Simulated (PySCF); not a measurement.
**Excitation energy of Ir⁺ by level of theory**

Ir⁺ [Xe] 4f14 5d7 6s1 (5F) → Ir⁺ [Xe] 4f14 5d7 6p1 (high-spin determinant), as a difference of total energies. Computed with PySCF 2.14 in def2-QZVPPD with the def2 core potential (60 electrons), with scalar relativity through the core potential. Correlated levels: valence: 5s2 5p6 frozen. The calculations carry no spin-orbit coupling.

```json
{"method": "UHF", "excitation energy (eV)": "6.109"}
{"method": "MP2 (valence)", "excitation energy (eV)": "6.492"}
{"method": "SCS-MP2 (valence)", "excitation energy (eV)": "6.385"}
{"method": "CCSD (valence)", "excitation energy (eV)": "6.342"}
{"method": "CCSD(T) (valence)", "excitation energy (eV)": "6.305"}
```

How much does correlation contribute at CCSD(T) (valence)?

6.305 − (6.109) = 0.196 eV, measured against UHF.

The determinant of the upper state mixes LS terms, which raises its energy above the lowest term, most at the Hartree-Fock and MP2 levels.
